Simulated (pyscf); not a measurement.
## Br–SnH₃, singlet

Gas-phase minimum from PySCF at ωB97X-D3(BJ)/def2-SVP, one conformer. 

```xyz
5

Br     0.4681     1.4448    -1.1014
Sn     0.7354    -0.5462     0.3554
H      1.0289     0.0386     1.9260
H     -0.7218    -1.4189     0.2552
H      2.0555    -1.4244    -0.2619
```

Bonded distances (Å): Br1–Sn2 2.481, Sn2–H3 1.701, Sn2–H4 1.701, Sn2–H5 1.701. Bond angles (°): Br1–Sn2–H3 106.5, Br1–Sn2–H4 106.5, Br1–Sn2–H5 106.5, H3–Sn2–H4 112.2, H3–Sn2–H5 112.2, H4–Sn2–H5 112.2.

Properties at ωB97X-D3(BJ)/def2-SVP:

```json
{
 "harmonic_wavenumbers_unscaled": "275, 491, 491, 727, 734, 734, 2002, 2003, 2003 cm⁻¹",
 "zero_point_energy": "13.5 kcal/mol",
 "rotational_symmetry_number": "3",
 "Entropy of this conformer at 298 K and 1 atm, rigid rotor and harmonic oscillator, modes under 100 cm⁻¹ raised to 100": "286.2 J/(mol K)",
 "dipole_moment": "2.45 D"
}
```

Single-point totals, which compare only within one level (frozen core for MP2 and CC):

```
level                   total energy (hartree)
----------------------  ----------------------
ωB97X-D3(BJ)/def2-TZVP             -2790.28653
PBE/def2-TZVP                      -2789.88080
r²SCAN/def2-TZVP                   -2790.34476
B3LYP-D3(BJ)/def2-TZVP             -2790.39422
PBE0-D3(BJ)/def2-TZVP              -2789.98899
M06-2X/def2-TZVP                   -2790.24313
ωB97M-D3(BJ)/def2-TZVP             -2790.32133
HF/def2-TZVPP                      -2787.54434
MP2/def2-TZVPP                     -2788.15299
CCSD/def2-TZVPP                    -2788.16811
CCSD(T)/def2-TZVPP                 -2788.18620
```

The CCSD(T) − MP2 part came from Ansatz, without density fitting, on the same reference. The frozen core leaves the outer d or s,p core shells of the metals and heavy elements correlated in the MP2 and CC values, and def2-TZVPP describes them poorly, so these totals are far from the basis limit. Elements up to Kr have no core potential and no relativistic terms here. Elements past Kr carry the def2 core potentials, without spin-orbit coupling.
